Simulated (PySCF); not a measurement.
ammonia (H3N), SMILES N. Atoms are numbered in the order given.

```xyz
4

N      0.0000     0.0000     0.1117
H      0.8165    -0.4714    -0.2605
H     -0.8165    -0.4714    -0.2605
H      0.0000     0.9428    -0.2605
```

Geometry optimised at B3LYP-D3(BJ)/def2-TZVP.

Level of theory: B3LYP/pcSseg-1 run with PySCF.

GIAO shieldings, no solvent; atoms alike by connectivity are averaged. δ = σ(ref) − σ: ¹H against TMS (σ = 31.68 ppm), references at their B3LYP-D3(BJ)/def2-TZVP geometries, non-relativistic.

Computed chemical shifts:
```json
[
 {"nucleus": "¹H", "atoms": "H2, H3, H4", "count": "3", "δ (ppm)": "-0.13"}
]
```
